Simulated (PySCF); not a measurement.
Geometries of 2 isomers of CH8InN, from PySCF 2.14.0, PBE0-D3(BJ)/def2-SVP geometry optimisation, gas phase, def2 core potentials past Kr. One conformer each, no zero-point energy, no frequencies.

Problem. Which isomer lies lower at this level?
A.
```xyz
11
angstrom
C     -1.756   -0.385   -0.016
In    -0.154    1.078    0.219
N      1.677   -0.445   -0.146
H     -2.731    0.124   -0.049
H     -1.779   -1.100    0.822
H     -1.646   -0.948   -0.956
H      0.342    1.549    1.828
H      0.204    2.140   -1.124
H      1.641   -0.870   -1.072
H      2.574    0.032   -0.061
H      1.665   -1.199    0.540
```
B.
```xyz
11
angstrom
In    -0.244   -0.397   -1.779
N     -0.251   -0.432    0.609
C      0.427    0.711    1.213
H      0.177   -1.309    0.902
H     -1.226   -0.478    0.906
H      0.417    0.692    2.316
H      1.471    0.736    0.870
H     -0.053    1.639    0.872
H      1.494   -0.393   -1.948
H     -1.096    1.118   -1.935
H     -1.116   -1.887   -2.026
```

Solution. A. That is `[CH3][InH2-][NH3+]`, 8.1 kcal/mol below the other.

| SMILES | atoms numbered as above | E (Eh) | relative (kcal/mol) | relative (kJ/mol) | dipole (D) |
| --- | --- | --- | --- | --- | --- |
| [CH3][InH2-][NH3+] | [CH3:1][InH2-:2][NH3+:3] | -287.59878 | 0.0 | 0.0 | 4.84 |
| [H][In]([H])([H])<-[NH2]C | – | -287.58595 | 8.1 | 33.7 | 4.90 |
